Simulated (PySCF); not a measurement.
CH6N, SMILES C[NH3+], charge +1. Atoms are numbered in the order given.

```xyz
8

C      0.0000     0.0000    -0.7924
N      0.0000     0.0000     0.7045
H      0.0000    -1.0314    -1.1371
H      0.8932     0.5157    -1.1371
H     -0.8932     0.5157    -1.1371
H     -0.8243    -0.4759     1.0781
H      0.0000     0.9519     1.0781
H      0.8243    -0.4759     1.0781
```
Charge +1, spin multiplicity 1.

The structure is a stationary point at PBE0-D3(BJ)/def2-TZVP.

Computed with CAM-B3LYP/def2-TZVPD in PySCF.

The total energy comes out as -96.19872 hartree. The point group comes out as C3v. The highest occupied level is -18.87 eV. The lowest empty level is -4.81 eV, the orbital gap is 14.06 eV and the dipole moment about the centre of nuclear charge is 2.19 D. The mean static polarisability comes out as 20.1 bohr³ (2.98 Å³) and the polarisability, principal values comes out as 19.1, 19.1, 22.0 bohr³.
